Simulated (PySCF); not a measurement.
Spectrum to structure. Method used: TDDFT B3LYP/def2-SVPD, vertical, gas phase, core orbitals frozen in the response in PySCF. Geometries: GFN2-xTB, one conformer each.

| state | E (eV) | λ (nm) | f |
| --- | --- | --- | --- |
| S1 | 5.27 | 235.5 | 0.017 |
| S2 | 5.43 | 228.2 | 0.0009 |
| S3 | 5.66 | 219.2 | 0.014 |
| S4 | 5.82 | 212.9 | 0.0099 |
| S5 | 5.90 | 210.1 | 0.014 |
| S6 | 6.13 | 202.1 | 0.044 |
| S7 | 6.27 | 197.6 | 0.0053 |
| S8 | 6.37 | 194.6 | 0.020 |

Triplets computed (Tamm–Dancoff): 4.93, 5.00, 5.03 eV.

Orbital energies (eV): HOMO-3 -9.65, HOMO-2 -7.97, HOMO-1 -7.74, HOMO -7.30, LUMO -1.07, LUMO+1 -0.72, LUMO+2 -0.44.

Question: Which structure fits? All have the formula C4H7N3OSi.
A. `[nH]1c(ncn1)C[SiH2]C=O`
B. `N#C[Si@@H]1NCCN1C=O`
C. `C=N[Si@](N)(C=O)CC#N`
D. `N[SiH2]n1cnc(C=O)c1`

Answer: B. Its S1, at 5.27 eV, is the highest among the candidates; the nearest of the others has S1 at 3.80 eV. S1 is HOMO→LUMO (98%). Löwdin shares by element: HOMO nitrogen 56% or more, carbon 9% or more, oxygen 9% (atoms not listed hold the other 26%); LUMO silicon 28%, carbon 24% or more, nitrogen 22% or more, hydrogen 6% or more (atoms not listed hold the other 20%). At the same level the other candidates give, for their lowest levels:
- `O=C[SiH2]Cc1ncn[nH]1`: 3.28 eV (f 0.000); 3.98 eV (f 0.002); 4.53 eV (f 0.000); 5.14 eV (f 0.000); 5.73 eV (f 0.000); T1 2.62 eV; HOMO -7.08, LUMO -2.43 eV
- `N[SiH2]n1cnc(C=O)c1`: 3.80 eV (f 0.000); 5.06 eV (f 0.195); 5.27 eV (f 0.000); 5.63 eV (f 0.001); 5.85 eV (f 0.000); T1 3.29 eV; HOMO -6.98, LUMO -1.60 eV
- `C=N[Si@](N)(C=O)CC#N`: 2.89 eV (f 0.004); 3.72 eV (f 0.001); 4.29 eV (f 0.016); 4.76 eV (f 0.008); 5.04 eV (f 0.010); T1 2.26 eV; HOMO -6.71, LUMO -2.38 eV
